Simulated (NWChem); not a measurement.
# SeCl4 cation, doublet; SMILES of the neutral closed-shell parent Cl[Se](Cl)(Cl)Cl

```xyz
5

Se     0.0000     0.0000     0.1930
Cl     1.6590     0.0000    -1.1279
Cl     0.0000     2.1341     0.9056
Cl    -1.6590     0.0000    -1.1279
Cl     0.0000    -2.1341     0.9056
```
Atoms are numbered in this order, from 1.

Results from NWChem. Pople sets run with spherical d functions. Spin-unrestricted. In the optimisation the excess spin sits in a1 (C2v, its own frame). The geometry was optimised at PBE0/def2-SVP, spin-unrestricted. No frequency run checked for a minimum. The spin multiplicity was typed, not searched, and may not be the lowest. No stability test was run on the SCF state. Vzz is the largest principal value of the second derivative of the potential at the nucleus (NWChem prints the opposite sign); η is the asymmetry. Non-relativistic.

What does the run give for PBE/6-31G*? Quantities: Vzz Se1 (a.u.); η Se1; Vzz Cl4 (a.u.); η Cl4; Vzz Cl5 (a.u.); η Cl5.

The vzz Se1 (a.u.) comes out as 0.642 and the η Se1 comes out as 0.96. The vzz Cl4 (a.u.) comes out as 4.127 and the η Cl4 comes out as 0.08. The vzz Cl5 (a.u.) comes out as 3.513 and the η Cl5 is 0.12.
